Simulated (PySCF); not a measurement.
PySCF job for hexafluoroantimonate (F₆Sb), SMILES [F][Sb-]([F])([F])([F])([F])[F], charge -1, IEF-PCM-ωB97X/def2-SVPD. Geometry: B3LYP-D3(BJ)/def2-SVPD. The def2 effective core potentials stand for the cores of Sb; spin–orbit coupling is left out.

```python
import numpy as np
from pyscf import gto, scf, dft
from pyscf.solvent import pcm

mol = gto.M(
    atom='''
    F     0.00000000   -1.94212717    0.00000000
    Sb    0.00000000    0.00000000    0.00000000
    F     0.00000000    0.00000000   -1.94212717
    F     1.94212717    0.00000000    0.00000000
    F    -1.94212717    0.00000000    0.00000000
    F     0.00000000    1.94212717    0.00000000
    F     0.00000000    0.00000000    1.94212717
    ''',
    basis='def2-SVPD',
    ecp={'Sb': 'def2-svp'},
    charge=-1,
    spin=0,
    max_memory=1600,
    verbose=3,
)
mf = dft.RKS(mol, xc='wb97x').density_fit(auxbasis='def2-universal-jkfit')
mf.grids.level = 3
mf.conv_tol = 1e-9
mf.max_cycle = 100
mf.kernel()
res = {}
for name, eps in {'water': 78.355, 'diethylether': 4.24, 'n-hexane': 1.8819}.items():
    s = mf.PCM()
    s.with_solvent.method, s.with_solvent.eps, s.with_solvent.lebedev_order = 'IEF-PCM', eps, 17
    s.kernel(mf.make_rdm1())
    res[name] = (s.e_tot, eps, s.dip_moment(), s.mo_energy, s.converged)
    print(f'{name}: electrostatic solvation free energy {(s.e_tot - mf.e_tot) * 627.509474:.3f} kcal/mol')
```

Program output:

```
converged SCF energy = -839.041745864897

WARN: PCM is an experimental feature. It is still in testing.
Features and APIs may be changed in the future.

converged SCF energy = -839.121081685748

WARN: System has nonzero charge -1; the dipole moment is origin-dependent.
Location of origin: [0. 0. 0.]

Dipole moment(X, Y, Z, Debye):  0.00000, -0.00000, -0.00000
water: electrostatic solvation free energy -49.784 kcal/mol

WARN: PCM is an experimental feature. It is still in testing.
Features and APIs may be changed in the future.

converged SCF energy = -839.10305152952

WARN: System has nonzero charge -1; the dipole moment is origin-dependent.
Location of origin: [0. 0. 0.]

Dipole moment(X, Y, Z, Debye): -0.00000, -0.00000, -0.00000
diethylether: electrostatic solvation free energy -38.470 kcal/mol

WARN: PCM is an experimental feature. It is still in testing.
Features and APIs may be changed in the future.

converged SCF energy = -839.079300116549

WARN: System has nonzero charge -1; the dipole moment is origin-dependent.
Location of origin: [0. 0. 0.]

Dipole moment(X, Y, Z, Debye): -0.00000, -0.00000,  0.00000
n-hexane: electrostatic solvation free energy -23.566 kcal/mol
```

The calculation finished and met its thresholds.
